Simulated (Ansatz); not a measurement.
`C[O][SnH3]` → `[CH2]` (triplet) + `[OH][SnH3]` at 298.15 K and 1 bar (formal loss of a carbene).

Program: Ansatz. Geometries: PBE0-D4/def2-TZVP. ΔE: electronic, gas phase. CCSD(T)/CBS is the MP2 limit (def2-TZVPP, def2-QZVPP) plus CCSD(T) − MP2 in def2-TZVPP, frozen cores. This one scheme is used for every species. Triplets are unrestricted, without spin–orbit coupling. Elements past krypton have def2 core potentials. For Sn outer-core shells are correlated without core-valence functions, which leaves a few kJ/mol of doubt a bond.

```json
{"species": "`C[O][SnH3]`", "CCSD(T)/CBS energy (Eh)": "-330.83288", "H − E (kJ/mol)": "179.3", "S (J/(mol·K))": "324.5"}
{"species": "`[CH2]` (triplet)", "CCSD(T)/CBS energy (Eh)": "-39.09499", "H − E (kJ/mol)": "55.4", "S (J/(mol·K))": "195.3"}
{"species": "`[OH][SnH3]`", "CCSD(T)/CBS energy (Eh)": "-291.59405", "H − E (kJ/mol)": "101.0", "S (J/(mol·K))": "287.4"}
```

H − E and S are ideal-gas, rigid-rotor, harmonic terms from PBE0-D4/def2-TZVP, with the whole ground term of open shells counted as degenerate. 1 Eh = 2625.50 kJ/mol, R = 8.31446 J/(mol·K).

By hand: ΔE, ΔH, ΔS and ΔG.

ΔE = (-39.09499) + (-291.59405) − (-330.83288) = 0.14384 Eh = 377.7 kJ/mol. Δ(H − E) = 55.4 + 101.0 − 179.3 = -22.9, so ΔH = 354.8 kJ/mol. ΔS = 195.3 + 287.4 − 324.5 = 158.2 J/(mol·K). ΔG = 354.8 − 298.15 × (158.2)/1000 = 307.6 kJ/mol.

By hand: the equilibrium constant, and the temperature at which ΔG would vanish if ΔH and ΔS stayed fixed.

log₁₀ K = −ΔG/(RT ln 10) = -53.9. ΔG = 0 at ΔH/ΔS = 2243 K.

The number of gas molecules changes by +1, which sets the sign of ΔS. A doubt of 5 kJ/mol in ΔE shifts log₁₀ K by 0.9 here. A triplet takes part, so the spin changes. These are equilibria of isolated gas molecules and say nothing of rates. Largest T1 diagnostic: 0.014 (customary marks: 0.02 for closed shells, 0.045 for open ones).
